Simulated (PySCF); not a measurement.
Compound: C4H4F2O2.
Atom-mapped SMILES: `[O:1]=[C:2]1[CH2:3][C@@H:4]([F:5])[O:6][C@H:7]1[F:8]` (hydrogens: H9, H10 on C3; H11 on C4; H12 on C7)

The geometry is computed with GFN2-xTB (gas phase).

(1) List the bond lengths, angles and torsions at this level.

Answers

(1) 
```csv
bond,length (pm),order
O1=C2,119.1,double
C2–C3,151.1,single
C3–C4,153.0,single
C4–F5,137.2,single
C4–O6,139.2,single
O6–C7,138.1,single
C7–F8,137.4,single
C2–C7,154.8,single
C3–H9,109.0,single
C3–H10,109.1,single
C4–H11,109.5,single
C7–H12,109.5,single
```

Orders are formal, as drawn. A selection of angles:
```csv
angle,degrees
O1–C2–C3,128.8
O1–C2–C7,126.1
C3–C2–C7,105.1
C2–C3–C4,103.5
C3–C4–F5,109.4
C3–C4–O6,107.3
F5–C4–O6,110.1
C4–O6–C7,110.1
O6–C7–F8,111.1
C2–C7–O6,106.1
C2–C7–F8,108.0
```

Torsions: O1–C2–C3–C4 178° (antiperiplanar); C2–C3–C4–F5 -102° (anticlinal); C3–C4–O6–C7 -29° (synperiplanar); C4–O6–C7–F8 -90°; O1–C2–C7–O6 165° (antiperiplanar).

The 3 C–O bonds span 1.191 Å (O1=C2, drawn double) to 1.392 Å (C4–O6, drawn single), a spread of 0.201 Å. The 5-membered ring C2–C3–C4–O6–C7 has internal angles of 103.5° to 110.1° (sum 532°, against 540° for a flat polygon); it is puckered, 0.11 Å rms from its mean plane, widest ring torsion 29°. The 3 C–C bonds span 1.511 Å (C2–C3, drawn single) to 1.548 Å (C2–C7, drawn single), a spread of 0.037 Å. Of the pairs four or more bonds apart, F5···F8 is among the closest relative to their van der Waals radii: 3.06 Å, 104 % of the sum of Bondi's values.

Point group: C1 (no symmetry element, even within 0.4 Å). No frequency check. One conformer, not necessarily the lowest.
